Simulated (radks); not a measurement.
Results of a calculation; reference values are marked as such.
Initial-state core-level shifts of neutral caesium when its valence configuration changes from [Xe] 6s1. Code: a radial shooting solver on a logarithmic mesh with Libxc functionals. Model: scalar-relativistic Kohn-Sham, r2SCAN, spin-polarised, spherical densities, finite nucleus; open shells are filled with parallel spins first (spin-orbit coupling, left out, can overturn this in heavy ions); meta-GGA in the generalised Kohn-Sham scheme; Fermi nuclear charge, rms radius 4.8041 fm. Shifts are changes of the shell-averaged eigenvalues in eV (positive: less bound); the change of the density at the nucleus, which sets a Mossbauer isomer shift, is in e/bohr^3, on a base of 3.063e+05.

| valence | 1s | 3s | 3d | 4s | density at nucleus |
|---|---|---|---|---|---|
| 5d1 | -0.367 | -0.338 | -0.337 | -0.332 | -7.45 |
| 6p1 | -1.295 | -1.296 | -1.296 | -1.293 | -6.97 |
